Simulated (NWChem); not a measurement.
Molecule: CAuIO; SMILES [O+]#[C-]->[Au][I]

Program: NWChem. Medium grid unless said otherwise, to which SCAN and Minnesota functionals are sensitive. The geometry was optimised at PBE0/def2-SVP. def2 effective core potentials on I, Au; no spin-orbit coupling. B3LYP is NWChem's, with the RPA form of VWN correlation.

Question: Among these, which level gives the highest value of “dipole (D)”?
A) PW91/def2-SVP
B) Hartree-Fock/def2-SVP
C) BP86/def2-SVP
D) r2SCAN0/def2-SVP

Answer: B, Hartree-Fock/def2-SVP. Values: PW91/def2-SVP 3.10; BP86/def2-SVP 3.16; r2SCAN0/def2-SVP 4.02; Hartree-Fock/def2-SVP 5.35
